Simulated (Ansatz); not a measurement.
Ansatz (a program for electronic structure) input (CCSD(T)/cc-pwCVTZ):
A basis named .json is the Basis Set Exchange file of that set.

Ansatz 0.2 input:
```yaml
crystal:
  periodic: [false, false, false]
  atoms:
    - {symbol: Al, position_ang: [-1.07159611, 0.06111621, 0.01636096]}
    - {symbol: Cl, position_ang: [1.03076618, -0.05878757, -0.01573757]}
    - {symbol: H, position_ang: [-1.71697386, 1.49150016, 0.02361215]}
    - {symbol: H, position_ang: [-1.87530182, -1.28662232, 0.03123414]}
basis:
  gaussian:
    orbitals: cc-pwCVTZ.json
magnetization: {spin_polarized: false}
correlation: {method: ccsd_t, electrons: outside_noble_gas}
```

End of the output:

```
10 core orbitals not correlated
reference -19120.79527153 eV, -702.6762656883 hartree; 6, 6 occupied and 130, 130 virtual orbitals, 848 factors
second order -7.48248035 eV of doubles, -0.00000000 eV of singles
coupled cluster: 2.45 GiB planned
cycle   1  -8.08047141 eV  change   -6.0e-1 eV  update   5.7e-2
cycle   2  -8.31701088 eV  change   -2.4e-1 eV  update   1.8e-2
cycle   3  -8.33556290 eV  change   -1.9e-2 eV  update   6.3e-3
cycle   4  -8.33208947 eV  change    3.5e-3 eV  update   2.0e-3
cycle   5  -8.33194103 eV  change    1.5e-4 eV  update   7.0e-4
cycle   6  -8.33192760 eV  change    1.3e-5 eV  update   2.2e-4
cycle   7  -8.33191660 eV  change    1.1e-5 eV  update   6.3e-5
cycle   8  -8.33193675 eV  change   -2.0e-5 eV  update   2.2e-5
cycle   9  -8.33193606 eV  change    6.9e-7 eV  update   6.5e-6
perturbative correction -0.29658846 eV, -0.0108994248 hartree
Total energy: -19129.42379606 eV, -702.9933581159 hartree
```
